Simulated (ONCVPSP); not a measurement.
# Before and after: ONCV potential for Ni

ONCVPSP 4.0.1 input, shortened (lines: element, Z, core and valence counts, functional; n l f; lmax; l rc ep ncon nbas qcut; lloc lpopt rc5 dvloc0; l nproj debl; icmod fcfact rcfact), LDA (Perdew-Wang 92), scalar-relativistic:

```
  Ni 28.00    4    3  -001012      upf
    1    0    2.00
    2    0    2.00
    2    1    6.00
    3    0    2.00
    3    1    6.00
    3    2    8.00
    4    0    1.00
    2
    0    1.80    0.00    4    8    3.50
    1    1.10    0.00    4    8   12.90
    2    1.55    0.00    5   10   11.00
    4    5    0.95    0.00
    0    3    3.30
    1    1    3.10
    2    3    2.00
    0    0.00    0.00
```

All-electron outer shells of the reference configuration (LDA (PZ), scalar-relativistic, ld1.x):

```tsv
shell	level (eV)	outermost node (bohr)	outermost maximum (bohr)
3s	-119.69	0.30	0.64
3p	-80.46	0.27	0.65
3d	-18.26	–	0.63
4s	-13.51	0.92	2.10
```

Change: s: qcut 2.6; p: qcut 9.6; d: qcut 8.2.

Cutoffs: the cutoffs (Ha) at which the residual kinetic energy of the hardest occupied pseudo-wave falls to 1 and 0.1 mHa per electron; they do not see the model core or the augmentation charge, which bear on the density cutoff. Errors are all-electron minus pseudo energies relative to the spin-unpolarised reference configuration.

**Question.** Predict the effect on cutoff, ghosts and configuration errors.

**Answer.** The potential gets harder (48 Ha and 54 Ha → 72 Ha and 154 Ha); of the 4 tests that both files solve, the error grows in 1 and shrinks in 3 by more than 15 % and 0.3 meV (median size 16.3 → 11.5 meV); neither file shows a bound ghost.

| quantity | base | changed |
| --- | --- | --- |
| cutoff, loose | 48 Ha | 72 Ha |
| cutoff, tight | 54 Ha | 154 Ha |
| loose cutoff by channel | s 5.4 Ha, p 43 Ha, d 48 Ha | s 11 Ha, p 39 Ha, d 72 Ha |
| bound ghosts | none | none |
| GHOST(+) flags under 300 eV | s at 105.1 eV | s at 117.5 eV |
| error for 3p6 3d8 4s2, meV [ΔE -9.59 eV] | -2.5 | +0.1 |
| error for 3p6 3d8 4s0, meV [ΔE 17.65 eV] | -9.2 | -3.8 |
| error for 3p6 3d7 4s0, meV [ΔE 55.46 eV] | +93 | +113 |
| error for 3p6 3d9 4s0, meV [ΔE -3.05 eV] | -23 | +19 |
| s: phases at 1.82 bohr within 0.05 rad from the reference energy up to (Ha; the scan ends near 5) | 3.8 | 4.3 |
| p: phases at 1.12 bohr within 0.05 rad from the reference energy up to (Ha; the scan ends near 5) | 1.1 | 1.0 |
| d: phases at 1.57 bohr within 0.05 rad from the reference energy up to (Ha; the scan ends near 5) | to the end of the scan | to the end of the scan |
